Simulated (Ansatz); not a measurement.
Two structures of Si$_{2}$H$_{3}$F$_{3}$, singlet, reached by relaxing down either side of one saddle point (PBE0-D4/def2-TZVP). Energies are electronic, without zero-point energy. Computed with Ansatz 0.2.0 (basis: def2-TZVPP and def2-QZVPP); correlated methods freeze the cores. Extrapolation: Hartree–Fock as exp(−7.88 √X), correlation as X^−2.97. First:

```
atom    x (Å)    y (Å)    z (Å)
 Si1  -0.7934  -0.3849   0.8233
 Si2   0.7377   0.3579  -0.7655
  F3   1.9585  -0.6361  -0.9173
  F4   0.0791   0.5019  -2.1963
  F5   1.3379   1.7721  -0.3893
  H6  -1.9018   0.5976   0.9126
  H7  -1.3144  -1.7084   0.4004
  H8  -0.1036  -0.5000   2.1321
```

Second:

```
8
angstrom
Si -0.6508 -0.5828 0.9658
Si 0.6933 1.1655 -2.0266
F -0.8869 -0.3016 -0.6146
F 1.6857 -0.0958 -1.9352
F 0.9494 1.8147 -0.5706
H -1.0893 0.6200 1.7050
H -1.4863 -1.7559 1.3074
H 0.7849 -0.8640 1.1688
```

Q: Which bonds change from the first to the second?

A: Si₂H₃F₃ ([F][Si]([F])([F])[SiH3]) → SiH₃F ([F][SiH3]) + SiF₂; bonds formed: Si1–F3; bonds broken: Si1–Si2, Si2–F3.

Q: Give the saddle point's structure and its height above each. (Judge from chemistry; the value comes from the calculation.)

A: Computed: 223.3 kJ/mol above the first and 73.8 kJ/mol above the second (CCSD(T) at an estimated basis limit (MP2 extrapolated from triple and quadruple zeta, plus CCSD(T) − MP2 in triple zeta)).
```xyz
8
angstrom
Si -0.5943 -0.4850 0.8800
Si 0.2600 0.7132 -1.1351
F 1.1106 -0.2871 0.1359
F 0.7870 -0.0201 -2.4476
F 1.1453 2.0359 -1.0674
H -1.2005 0.6966 1.5321
H -1.5580 -1.3498 0.1643
H 0.0499 -1.3036 1.9378
```

The T1 diagnostic stays at or below 0.014.

Losses and insertions of silylenes and their heavier kin drive the gas-phase chemistry of silicon and germanium vapour deposition.

Labels in which every atom is bracketed show which atoms are joined, not bond orders.

For scale, one of the runs: CCSD(T)/def2-TZVPP, 219 basis functions, launched by `ansatz run in.yaml --threads 4 --pin off --events-out ev --progress --plain --max-ram 9574MiB`. The run took 85 s on 4 CPU threads of an Arm Neoverse V2 (shared host), with 3.4 GiB of host memory at its peak.
